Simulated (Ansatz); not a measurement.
A nudged elastic band was laid between two geometries of C₂H₈N₂Si (13 atoms, charge 0, multiplicity 1).

Computed with RKS BHLYP-D4/6-31G* in Ansatz 0.2.0.

- movable images: 5
- climbing image: yes
- spring: 5.0 eV/Å²
- optimiser: quadratic models (default)
- start path: IDPP
- force threshold: 0.05 eV/Å
- iteration limit: 60
- end points: relaxed

Image 0:

```xyz
13
Properties=species:S:1:pos:R:3
N -1.108 1.141 -0.436
C -0.326 0.027 0.014
N -1.096 -1.103 0.483
C 0.795 -0.330 -0.965
Si 1.402 0.477 0.599
H -1.598 1.566 0.335
H -1.809 0.805 -1.085
H -1.407 -0.963 1.432
H -0.558 -1.954 0.468
H 0.786 0.234 -1.885
H 0.981 -1.385 -1.117
H 2.049 -0.404 1.585
H 1.910 1.854 0.588
```

Image 6:

```xyz
13
Properties=species:S:1:pos:R:3
N -1.306 1.019 -0.280
C -0.580 -0.099 -0.113
N -0.858 -0.863 0.957
C 0.403 -0.483 -1.060
Si 2.188 0.170 -0.224
H -1.694 1.480 0.522
H -1.016 1.637 -1.012
H -1.322 -0.445 1.741
H -0.136 -1.510 1.213
H 0.282 -0.006 -2.024
H 0.519 -1.553 -1.161
H 2.006 -0.748 0.987
H 1.535 1.366 0.467
```

Q: What changes between the two ends?

A: Bonds broken: C2–Si5. The height of N1 over the plane of its neighbours goes from -0.38 to 0.20 Å.

Q: Give the energies along the band, and the barrier.

A: The forces met the threshold. The highest image is number 2 of 0 to 6, 0.73 eV above the first end and 0.84 eV above the last; the last end lies 0.11 eV below the first. A vibrational analysis at the climbing image gives one clearly imaginary mode, 500i cm⁻¹: a first-order saddle point. The orbitals stay closed-shell, which can raise the energy where a bond breaks towards radicals; this wasn't checked here.

```json
{"image": "0", "path coordinate (Å)": "0.00", "energy (eV)": "0.00", "C2–Si5 (Å)": "1.88", "height of N1 over the plane of its neighbours (Å)": "-0.38"}
{"image": "1", "path coordinate (Å)": "0.51", "energy (eV)": "0.16", "C2–Si5 (Å)": "1.87", "height of N1 over the plane of its neighbours (Å)": "-0.38"}
{"image": "2", "path coordinate (Å)": "1.02", "energy (eV)": "0.73", "C2–Si5 (Å)": "2.18", "height of N1 over the plane of its neighbours (Å)": "-0.38"}
{"image": "3", "path coordinate (Å)": "1.58", "energy (eV)": "0.45", "C2–Si5 (Å)": "2.60", "height of N1 over the plane of its neighbours (Å)": "-0.34"}
{"image": "4", "path coordinate (Å)": "2.14", "energy (eV)": "0.30", "C2–Si5 (Å)": "2.70", "height of N1 over the plane of its neighbours (Å)": "-0.20"}
{"image": "5", "path coordinate (Å)": "2.70", "energy (eV)": "-0.01", "C2–Si5 (Å)": "2.77", "height of N1 over the plane of its neighbours (Å)": "0.13"}
{"image": "6", "path coordinate (Å)": "3.26", "energy (eV)": "-0.11", "C2–Si5 (Å)": "2.78", "height of N1 over the plane of its neighbours (Å)": "0.20"}
```

Q: What is the geometry of the highest image?

A: 
```xyz
13
Properties=species:S:1:pos:R:3
N -1.027 1.160 -0.382
C -0.318 -0.046 -0.119
N -1.014 -1.033 0.621
C 0.648 -0.448 -1.088
Si 1.790 0.349 0.269
H -1.205 1.679 0.461
H -1.926 0.926 -0.787
H -1.218 -0.731 1.560
H -0.515 -1.905 0.674
H 0.691 0.124 -2.002
H 0.861 -1.500 -1.212
H 1.710 -0.394 1.542
H 1.543 1.784 0.479
```

Q: What are the harmonic wavenumbers there?

A: 500i, 209, 250, 287, 320, 341, 462, 480, 599, 638, 660, 851, 901, 910, 944, 969, 1070, 1084, 1178, 1278, 1377, 1476, 1573, 1751, 1760, 2307, 2346, 3239, 3331, 3565, 3628, 3687, 3722 cm⁻¹.

The band took 12 iterations and roughly 5 core-minutes.

The run took 2.6 min on 2 threads of Arm Neoverse V2, on a shared host, peak memory 0.21 GiB.
